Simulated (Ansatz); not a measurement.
`C=CCOB(O)O` + H₂ → `OBO` + `C=CCO`  (hydrogenolysis of a B–O bond)

Program: Ansatz. Geometries: PBE0-D4/def2-TZVP. ΔE: electronic, gas phase. CCSD(T)/CBS adds triple-zeta CCSD(T) − MP2 to the extrapolated MP2 energy (def2 sets, frozen cores). This one scheme is used for every species. Functionals use def2-TZVPP. B3LYP here is the variant with VWN-RPA as its local correlation; programs differ in this. Each species was taken in one conformer, which may not be the lowest.

`C=CCOB(O)O`:

```xyz
14

C     0.098    0.108   -2.813
C    -0.448   -0.152   -1.635
C     0.328   -0.335   -0.378
O    -0.188    0.526    0.627
B    -0.076    0.215    1.948
O    -0.575    1.079    2.885
O     0.522   -0.945    2.348
H    -0.502    0.199   -3.711
H     1.170    0.233   -2.922
H    -1.526   -0.263   -1.543
H     0.262   -1.375   -0.040
H     1.386   -0.108   -0.549
H    -0.969    1.855    2.481
H     0.519   -1.036    3.303
```

H₂:

```xyz
2

H     0.265   -0.202    0.167
H    -0.265    0.202   -0.167
```

`OBO`:

Z-matrix (Å, degrees):
```
B
O 1 1.353
O 1 1.364 2 119.3
H 1 1.198 2 118.4 3 180.0
H 2 0.963 1 112.3 3 0.0
H 3 0.958 1 113.2 2 180.0
```

`C=CCO`:

```xyz
10

C     0.995    0.815   -0.872
C     0.526    0.298    0.255
C    -0.877   -0.174    0.439
O    -0.935   -1.533    0.832
H     0.357    0.937   -1.743
H     2.024    1.143   -0.967
H     1.181    0.176    1.115
H    -1.455    0.004   -0.479
H    -1.362    0.382    1.246
H    -0.455   -2.047    0.176
```

```
             level  ΔE (kcal/mol)
           PBE0-D4           22.9
          B3LYP-D4           23.8
           ωB97X-V           23.4
            B2PLYP           22.9
               PBE           20.8
            r2SCAN           24.3
SCS-MP2/def2-QZVPP           23.6
     MP2/CBS(def2)           24.4
```

What does CCSD(T)/CBS give? (Estimate.)

Ansatz gave: +23.8 kcal/mol. The listed levels differ from it by -0.9, 0.0, -0.4, -0.9, -3.0, 0.5, -0.2, 0.6 kcal/mol.

Largest T1 diagnostic among the species: 0.013.

In def2-TZVPP, CCSD(T) changes the Hartree–Fock value by +1.5 kcal/mol (the triples alone add +0.5 kcal/mol) and MP2 by +2.1 kcal/mol. From PBE to PBE0 (25 % exact exchange), in def2-TZVPP and without D4, ΔE moves by +0.8 kcal/mol. The D4 term adds +2.2 kcal/mol with B3LYP and +1.3 kcal/mol with PBE0; it sums over pairs of atoms, weighted by their polarisabilities, and B3LYP, whose exchange is more repulsive, gets the larger term.
